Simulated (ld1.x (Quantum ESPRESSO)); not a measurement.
# thallium (Tl): one change to a TM potential, before and after

- Element: Tl (Z = 81)
- Generator: ld1.x (Quantum ESPRESSO) 7.5
- Type: norm-conserving Troullier–Martins (Kleinman–Bylander form)
- Functional: LDA (PZ)
- Relativity: fully relativistic
- Frozen core: [Xe] 4f14
- Valence charge: 13
- Reference configuration: 5d10 6s1 6p0 (charge +2)
- Partial waves: 6p (bound, empty): rc 2.15 bohr; 5d (bound): rc 2.10 bohr; 6s (bound): rc 2.10 bohr
- Local potential: the s channel
- Core correction: Bessel-smoothed model core, default radius (core density twice the valence density)

Open shells are filled in proportion to 2j + 1 (rel_dist='average').

All-electron outer shells of the reference configuration (LDA (PZ), scalar-relativistic, ld1.x):

| shell | level (eV) | outermost node (bohr) | outermost maximum (bohr) |
| --- | --- | --- | --- |
| 5p | -94.29 | 0.50 | 0.90 |
| 5d | -33.42 | 0.53 | 1.11 |
| 6s | -25.82 | 1.04 | 2.00 |
| 6p | -16.32 | 1.21 | 2.50 |

Change: reference 5d10 6s2 6p0.5.

Cutoffs: the cutoffs (Ry, on a coarse ladder) from which the occupation-weighted sum of valence levels, in a spherical-Bessel basis at the reference potential, stays within 10 and 1 mRy of its value at 400 Ry; they do not see the model core or the augmentation charge, which bear on the density cutoff. Errors are all-electron minus pseudo energies relative to the spin-unpolarised reference configuration.

Task: What does the change do?

Result: The potential gets neither clearly harder nor softer (50 Ry and 80 Ry → 50 Ry and 70 Ry); the range in which the p3/2 phases agree narrows (upper end 1.9 → 0.6); the range in which the d3/2 phases agree widens (upper end -0.1 → 0.9); neither file shows a bound ghost.

| quantity | base | changed |
| --- | --- | --- |
| cutoff, loose | 50 Ry | 50 Ry |
| cutoff, tight | 80 Ry | 70 Ry |
| bound ghosts | none | none |
| largest error over its own tests, meV | -13 | -50 |
| s: phases at 2.34 bohr within 0.05 rad from the reference energy up to (Ry; the scan ends near 5) | 2.4 | 3.3 |
| p1/2: phases at 2.34 bohr within 0.05 rad from the reference energy up to (Ry; the scan ends near 5) | 3.7 | 4.6 |
| p3/2: phases at 2.34 bohr within 0.05 rad from the reference energy up to (Ry; the scan ends near 5) | 1.9 | 0.6 |
| d3/2: phases at 2.34 bohr within 0.05 rad from the reference energy up to (Ry; the scan ends near 5) | -0.1 | 0.9 |
| d5/2: phases at 2.34 bohr within 0.05 rad from the reference energy up to (Ry; the scan ends near 5) | 0.1 | 1.1 |
